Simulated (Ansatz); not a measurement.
(Cl)2Al-O-SiH3 (AlSiCl2OH3). Charge 0, multiplicity 1. Geometry r2SCAN-D4/def2-SVP.

| atom | x (Å) | y (Å) | z (Å) |
| --- | --- | --- | --- |
| Al1 | 0.2746 | 0.1834 | -1.7705 |
| Cl2 | -0.6878 | -1.0650 | -3.1341 |
| Cl3 | 1.5702 | 1.6559 | -2.4759 |
| O4 | 0.0090 | 0.0047 | -0.1251 |
| Si5 | -0.2352 | -0.1573 | 1.5037 |
| H6 | 0.0434 | -1.5636 | 1.9171 |
| H7 | 0.6754 | 0.7597 | 2.2494 |
| H8 | -1.6496 | 0.1821 | 1.8354 |

HSE06 is defined as in plane-wave codes, on full-range PBE exchange.

Task: Estimate the orbital energies around the gap (eV) in Ansatz with PBE-D4/def2-SVP, PBE-D4/def2-TZVP, r2SCANh-D4/def2-TZVP, HSE06-D4/def2-TZVP, CAM-B3LYP-D4/def2-TZVP.

Result: 
```tsv
orbital	PBE-D4/def2-SVP	PBE-D4/def2-TZVP	r2SCANh-D4/def2-TZVP	HSE06-D4/def2-TZVP	CAM-B3LYP-D4/def2-TZVP
HOMO−5	-8.44	-8.60	-9.51	-9.62	-11.44
HOMO−4	-8.24	-8.44	-9.35	-9.49	-11.30
HOMO−3	-7.99	-8.22	-9.12	-9.23	-11.00
HOMO−2	-7.87	-8.04	-8.93	-9.05	-10.85
HOMO−1	-7.59	-7.74	-8.62	-8.76	-10.59
HOMO	-7.37	-7.53	-8.43	-8.58	-10.39
LUMO	-1.79	-2.05	-1.34	-1.56	-0.24
LUMO+1	-1.24	-1.42	-0.78	-0.99	0.33
LUMO+2	0.15	-0.36	0.40	0.15	1.51
LUMO+3	1.30	0.80	1.55	1.27	2.52
LUMO+4	1.37	0.80	1.55	1.28	2.59
LUMO+5	1.61	0.87	1.80	1.34	2.59
```
